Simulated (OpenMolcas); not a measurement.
## Kr VI: from RASSCF to RASPT2

* Program: OpenMolcas 26.06
* Basis: ANO-RCC-VQZP [7s6p4d2f1g]
* Scalar Hamiltonian: DKH2, point nucleus
* Active space: 1 electron in 9 orbitals (RAS2 4p; RAS3 4d 5s, at most 1 electron)
* State averaging: 2S+1 = 2 odd, 3 roots; 2S+1 = 2 even, 6 roots
* Spin-orbit coupling: RASSI with atomic mean-field integrals over the reference wave functions, term energies averaged over their components

Methods on the same reference wave functions:
A. RASSCF
B. SS-RASPT2, IPEA 0.25 Eh, imaginary shift 0.1 Eh (closed shells correlated: 3d 4s)

Energies in cm-1 above 4s2 4p 2P* 1/2, the measured ground level; measured values from Saloman, J. Phys. Chem. Ref. Data 36, 215 (2007).

```
         Level       A       B  Measured
4s2 4p 2P* 1/2     0.0     0.0       0.0
4s2 4p 2P* 3/2    7398    7398      8110
 4s2 4d 2D 3/2  217100  208421    222122
 4s2 4d 2D 5/2  217782  209102    223040
 4s2 5s 2S 1/2  273897  274890    275380
```

Deviations, from unrounded energies. A percentage is the sum of absolute deviations over the sum of measured energies, with the sign that they share, or ± where signs differ.

```tsv
Against measurement	Levels	A	B
mean absolute deviation (cm-1)	4	3100	7200
fine structure of the ground term (%)	1	-8.8	-8.8
other configurations (%)	3	-1.6	-3.9
```

A lies closest to measurement on these levels. The largest miss of A in the table is 4s2 4d 2D 5/2, by -5300 cm-1. The ranking rests on the paired levels alone, and a cruder setting can come out closer through cancelling errors.

The lowest spin-free term lies below A's lowest term by 0.143 hartree in B.

Over all roots computed the reference weight is 0.90 to 0.97 in B; the roots of lowest weight are the least certain, and an intruder state may touch them. ANO sets are built for valence states and can reach diffuse excited orbitals poorly, and with the s shell closed the s pⁿ⁺¹ terms that mix with these levels are absent. With one active electron the reference holds no correlation, so core polarisation is missing (holds for A). With one active electron, CASPT2 adds the correlation within the correlated inactive shells and between them and that electron, and leaves the splitting within a term as the reference gives it (holds for B). Measured partners are found by configuration, term and J. A level has none where our copy of the source lacks it or the pairing is in doubt (some pairs that miss far off the trend of their configuration count as doubtful), and it then counts in no deviation. Only configurations of the active space appear.

* marks odd parity.
